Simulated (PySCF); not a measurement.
Run record for `N#C[C@@H](C#C)CF`: PBE0/pcseg-1, IEF-PCM tetrahydrofuran, grid level 3, start guess vsap, full TDDFT, 1 singlet.

Method: TDDFT PBE0/pcseg-1, vertical, IEF-PCM tetrahydrofuran (non-equilibrium linear response), core orbitals frozen in the response (PySCF 2.14.0, density-fitted response routines). Geometry: GFN2-xTB. The command runs a driver script over a list of jobs; the input below is this job's line of settings and its coordinates in Å.

Command:
```bash
OMP_NUM_THREADS=1 python probes_run.py task.json out
```

Input:
```
{"job": {"kind": "uv", "xc": "PBE0", "basis": "pcseg-1", "solvent": "tetrahydrofuran", "nstates": 1, "ntriplets": 5, "tda": false, "scf": {"guess": "vsap"}, "grid": 3}, "charge": 0, "multiplicity": 1}
C      1.967768    -0.954944     0.902633
C      1.135166    -0.331821     0.312905
C      0.084872     0.402143    -0.378956
C     -0.160541     1.648227     0.320544
N     -0.352822     2.624973     0.879487
C     -1.216947    -0.416167    -0.448517
F     -1.063064    -1.458954    -1.319946
H      2.710740    -1.499749     1.403591
H      0.412545     0.632135    -1.402455
H     -2.043120     0.198443    -0.823726
H     -1.469171    -0.841616     0.528476
```

Predict the output.

```
final grid: 137992 points
cycle   1  E = -345.3266084241  dE =  7.683e-01  |g| = 2.435e+00  |ddm| = 3.828e+00
cycle   2  E = -337.3361509582  dE =  7.990e+00  |g| = 5.469e+00  |ddm| = 9.366e+00
cycle   3  E = -346.8581496524  dE = -9.522e+00  |g| = 6.724e-01  |ddm| = 8.489e+00
cycle   4  E = -346.8654639725  dE = -7.314e-03  |g| = 6.744e-01  |ddm| = 1.192e+00
cycle   5  E = -346.9635965505  dE = -9.813e-02  |g| = 1.635e-01  |ddm| = 6.218e-01
cycle   6  E = -346.9699755400  dE = -6.379e-03  |g| = 1.939e-02  |ddm| = 1.406e-01
cycle   7  E = -346.9700449838  dE = -6.944e-05  |g| = 7.222e-03  |ddm| = 2.250e-02
cycle   8  E = -346.9700553856  dE = -1.040e-05  |g| = 2.159e-03  |ddm| = 8.028e-03
cycle   9  E = -346.9700562733  dE = -8.877e-07  |g| = 6.875e-04  |ddm| = 2.340e-03
cycle  10  E = -346.9700563528  dE = -7.948e-08  |g| = 2.652e-04  |ddm| = 7.014e-04
cycle  11  E = -346.9700563671  dE = -1.429e-08  |g| = 4.752e-05  |ddm| = 2.276e-04
cycle  12  E = -346.9700563676  dE = -5.219e-10  |g| = 7.547e-06  |ddm| = 4.487e-05
converged SCF energy = -346.9700563676

Static polarisability (au): isotropic 61.100, principal 42.560 59.124 81.616

Singlet excitations
state   eV       nm        f      main configurations
  1   6.6675    186.0   0.00165   H->L 0.75, H->L+3 0.08

Triplet excitations (Tamm-Dancoff, eV): 5.4737 5.9922 6.0276 6.5684 6.7905
```

H and L stand for HOMO and LUMO; the number after each pair is its weight.

Give S1 in cm⁻¹ and kJ/mol.

6.6675 eV × 8065.54 = 53777 cm⁻¹; × 96.485 = 643.3 kJ/mol.

How does the lowest singlet excitation compare with the HOMO–LUMO gap?

HOMO -8.51 eV and LUMO 0.04 eV give a gap of 8.55 eV; S1 at 6.67 eV lies 1.88 eV below it.

In short: SCF converged in 12 cycles with 118 basis and 641 fitting functions; HOMO -8.51 eV, LUMO 0.04 eV; lowest singlet 6.67 eV; lowest triplet 5.47 eV (Tamm–Dancoff); mean polarisability 61.1 au.

The species at its GFN2-xTB geometry (one conformer only).

Hardware: an Intel Xeon Platinum 8488C with one thread, no GPU, shared host with 192 logical CPUs at a one-minute load of 45. Cost: 12 s, 0.64 GiB resident at most.

Conformer computed: `[CH:1]#[C:2][C@H:3]([C:4]#[N:5])[CH2:6][F:7]`: C2–C3–C6–F7 -71°.
